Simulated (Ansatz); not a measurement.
Species: C3H7B, SMILES `B/C=C\C` (charge 0, multiplicity 1).

Question: Give a relaxed geometry from PBE0-D4/def2-TZVP run with Ansatz (a quantum-chemistry and plane-wave program).

Answer: This is not unique; one that fits is the end point of this relaxation, one of several conformers (outside a Z-matrix the atoms follow the SMILES, hydrogens last).
Bond lengths (Å): B1–C2 1.529, B1–H5 1.197, B1–H6 1.198, C2–C3 1.348, C2–H7 1.089, C3–C4 1.484, C3–H8 1.091, C4–H9 1.095, C4–H10 1.088, C4–H11 1.095. Angles (°): C2–B1–H5 121.9, C2–B1–H6 120.2, H5–B1–H6 117.9, B1–C2–C3 125.5, B1–C2–H7 119.1, C3–C2–H7 115.4, C2–C3–C4 127.7, C2–C3–H8 118.1, C4–C3–H8 114.2, C3–C4–H9 109.9, C3–C4–H10 112.7, C3–C4–H11 109.9, H9–C4–H10 109.0, H9–C4–H11 106.0, H10–C4–H11 109.0.
